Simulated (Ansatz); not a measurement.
Consider the formal exchange of groups at a C–O bond: `CO/C=C/O` + `OBCl` → `O/C=C/B(O)Cl` + CH₃OH.

Program: Ansatz. Geometries: PBE0-D4/def2-TZVP. ΔE: electronic, gas phase. CBS: MP2 limit from def2 TZ/QZ plus the TZ coupled-cluster correction, frozen cores. This one scheme is used for every species. Double bonds are as drawn, so ΔE can hold a change between cis and trans. Functionals use def2-TZVPP. One conformer a species, not always the lowest.

```csv
level,ΔE (kcal/mol)
ωB97M-V,-26.9
PBE0,-27.4
HF/def2-TZVPP,-27.4
MP2/def2-TZVPP,-28.5
SCS-MP2/def2-TZVPP,-27.2
HF/def2-QZVPP,-27.2
SCS-MP2/def2-QZVPP,-27.5
MP2/CBS(def2),-29.1
```

(1) What does CCSD(T)/CBS give? (Best estimate.)

Largest T1 diagnostic among the species: 0.013.

Results:

(1) Computed: -27.4 kcal/mol. The listed levels differ from it by 0.5, 0.0, 0.0, -1.1, 0.2, 0.2, -0.1, -1.7 kcal/mol.

From PBE to PBE0 (25 % exact exchange), in def2-TZVPP and without D4, ΔE moves by −1.0 kcal/mol.
